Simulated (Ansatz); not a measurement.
`O[SiH2][SiH](F)S` + `[SiH3][O][Cd][Cl]` → `O[SiH2][SiH](S)Cl` + `[F][Cd][O][SiH3]`  (redistribution)

Isolated molecules relaxed with PBE0-D4/def2-TZVP in Ansatz; ΔE leaves out vibrations. CBS: MP2 limit from def2 TZ/QZ plus the TZ coupled-cluster correction, frozen cores. DFT in def2-TZVPP. B3LYP here is the variant with VWN-RPA as its local correlation; programs differ in this. def2 core potentials past Kr. For Cd outer-core shells are correlated without core-valence functions, which leaves a few kJ/mol of doubt a bond. One conformer a species, not always the lowest.

| level | ΔE (kJ/mol) | difference from CCSD(T)/CBS |
| --- | --- | --- |
| PBE-D4 | 101.6 | -17.5 |
| r2SCAN-D4 | 112.5 | -6.6 |
| PBE0-D4 | 113.2 | -5.9 |
| ωB97X-V | 115.5 | -3.6 |
| ωB97M-V | 117.3 | -1.8 |
| r2SCAN | 113.3 | -5.8 |
| PBE0 | 116.2 | -2.9 |
| B3LYP | 119.7 | 0.6 |
| HF/def2-TZVPP | 143.5 | 24.4 |
| MP2/def2-TZVPP | 119.5 | 0.4 |
| SCS-MP2/def2-TZVPP | 120.2 | 1.1 |
| CCSD/def2-TZVPP | 123.9 | 4.8 |
| CCSD(T)/def2-TZVPP | 120.1 | 1.0 |
| HF/def2-QZVPP | 142.6 | 23.5 |
| MP2/def2-QZVPP | 118.6 | -0.5 |
| HF/CBS(def2) | 142.4 | 23.3 |
| CCSD(T)/CBS | 119.1 | 0 |

Largest T1 diagnostic among the species: 0.016.

The D4 term adds −5.4 kJ/mol with B3LYP and −3.0 kJ/mol with PBE0; it sums over pairs of atoms, weighted by their polarisabilities, and B3LYP, whose exchange is more repulsive, gets the larger term. From PBE to PBE0 (25 % exact exchange), in def2-TZVPP and without D4, ΔE moves by +11.3 kJ/mol.
